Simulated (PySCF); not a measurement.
Cl₂Mg, SMILES [Cl][Mg][Cl] (connectivity only; charge and spin as stated), charge -1, multiplicity 2.

Coordinates come from a PBE0-D3(BJ)/def2-TZVPD optimisation. The spin state was assumed, not searched. The isomer is the one that the SMILES or the coordinates give; other isomers of the formula were not compared.

The numbers are results of IEF-PCM-PBE0/def2-SVPD in PySCF, not measurements.

The values are the electrostatic part of the solvation free energy, E(continuum) − E(gas) at the gas-phase geometry, in a cavity of scaled van der Waals radii (PySCF's table); cavitation and dispersion terms are not included. A continuum can't describe solvent molecules that bind to the metal.

Computed values in water (ε = 78.36), diethylether (ε = 4.24), benzene (ε = 2.27):
```tsv
solvent	ε	ΔG(elec) (kcal/mol)
water	78.36	-49.3
diethylether	4.24	-37.5
benzene	2.27	-27.1
```
